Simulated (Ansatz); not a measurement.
`O[CH2][In]([F])[F]` → `[CH2]` (triplet) + `[OH][In]([F])[F]` at 500 K and 1 bar (formal loss of a carbene).

Computed with Ansatz on PBE0-D4/def2-TZVP structures; ΔE is electronic, products minus reactants. CBS: MP2 limit from def2 TZ/QZ plus the TZ coupled-cluster correction, frozen cores. This one scheme is used for every species. Triplets are unrestricted, without spin–orbit coupling. def2 core potentials past Kr. For In outer-core shells are correlated without core-valence functions, which leaves a few kJ/mol of doubt a bond. Each species was taken in one conformer, which may not be the lowest.

| species | CCSD(T)/CBS energy (Eh) | H − E (kJ/mol) | S (J/(mol·K)) |
| --- | --- | --- | --- |
| `O[CH2][In]([F])[F]` | -504.47084 | 163.1 | 426.0 |
| `[CH2]` (triplet) | -39.09499 | 62.7 | 213.9 |
| `[OH][In]([F])[F]` | -465.24461 | 78.5 | 375.8 |

H − E and S are ideal-gas, rigid-rotor, harmonic terms from PBE0-D4/def2-TZVP, for one conformer and one mirror image of each species, with the whole ground term of open shells counted as degenerate. 1 Eh = 2625.50 kJ/mol, R = 8.31446 J/(mol·K).

By hand: ΔE, ΔH, ΔS and ΔG.

ΔE = (-39.09499) + (-465.24461) − (-504.47084) = 0.13124 Eh = 344.6 kJ/mol. Δ(H − E) = 62.7 + 78.5 − 163.1 = -21.9, so ΔH = 322.7 kJ/mol. ΔS = 213.9 + 375.8 − 426.0 = 163.7 J/(mol·K). ΔG = 322.7 − 500 × (163.7)/1000 = 240.8 kJ/mol.

By hand: the equilibrium constant, and the temperature at which ΔG would vanish if ΔH and ΔS stayed fixed.

log₁₀ K = −ΔG/(RT ln 10) = -25.2. ΔG = 0 at ΔH/ΔS = 1971 K.

The number of gas molecules changes by +1, which sets the sign of ΔS. A doubt of 5 kJ/mol in ΔE shifts log₁₀ K by 0.5 here. Other conformers and mirror images would add mixing entropy, several J/(mol·K) or more a flexible species. Modes under 60 cm⁻¹, often nearly free rotors, make the harmonic entropy too high. A triplet takes part, so the spin changes. These are equilibria of isolated gas molecules and say nothing of rates. Largest T1 diagnostic: 0.018 (customary marks: 0.02 for closed shells, 0.045 for open ones).
